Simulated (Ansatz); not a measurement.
`[SiH3][SiH2][GeH3]` + H₂S → `[SiH3][SiH2]S` + GeH₄ at 600 K and 1 bar (cleavage of the Si–Ge bond).

Isolated molecules relaxed with PBE0-D4/def2-TZVP in Ansatz; ΔE leaves out vibrations. CCSD(T)/CBS is the MP2 limit (def2-TZVPP, def2-QZVPP) plus CCSD(T) − MP2 in def2-TZVPP, frozen cores. This one scheme is used for every species. For Ge outer-core shells are correlated without core-valence functions, which leaves a few kJ/mol of doubt a bond. Scalar relativity is left out up to krypton. One conformer a species, not always the lowest.

```csv
species,CCSD(T)/CBS energy (Eh),H − E (kJ/mol),S (J/(mol·K))
`[SiH3][SiH2][GeH3]`,-2659.06477,238.5,469.6
H₂S,-398.97279,60.8,230.9
`[SiH3][SiH2]S`,-979.55409,192.1,424.6
GeH₄,-2078.49493,105.8,256.4
```

H − E and S are ideal-gas, rigid-rotor, harmonic terms from PBE0-D4/def2-TZVP, for one conformer and one mirror image of each species. 1 Eh = 2625.50 kJ/mol, R = 8.31446 J/(mol·K).

By hand: ΔE, ΔH, ΔS and ΔG.

ΔE = (-979.55409) + (-2078.49493) − (-2659.06477) − (-398.97279) = -0.01146 Eh = -30.1 kJ/mol. Δ(H − E) = 192.1 + 105.8 − 238.5 − 60.8 = -1.4, so ΔH = -31.5 kJ/mol. ΔS = 424.6 + 256.4 − 469.6 − 230.9 = -19.5 J/(mol·K). ΔG = -31.5 − 600 × (-19.5)/1000 = -19.8 kJ/mol.

By hand: the equilibrium constant, and the temperature at which ΔG would vanish if ΔH and ΔS stayed fixed.

log₁₀ K = −ΔG/(RT ln 10) = 1.7. ΔG = 0 at ΔH/ΔS = 1615 K, though so small a ΔS makes that figure unsure.

TΔS isn't small against ΔH here. A doubt of 5 kJ/mol in ΔE shifts log₁₀ K by 0.4 here. Other conformers and mirror images would add mixing entropy, several J/(mol·K) or more a flexible species. These are equilibria of isolated gas molecules and say nothing of rates. Largest T1 diagnostic: 0.013 (customary marks: 0.02 for closed shells, 0.045 for open ones).
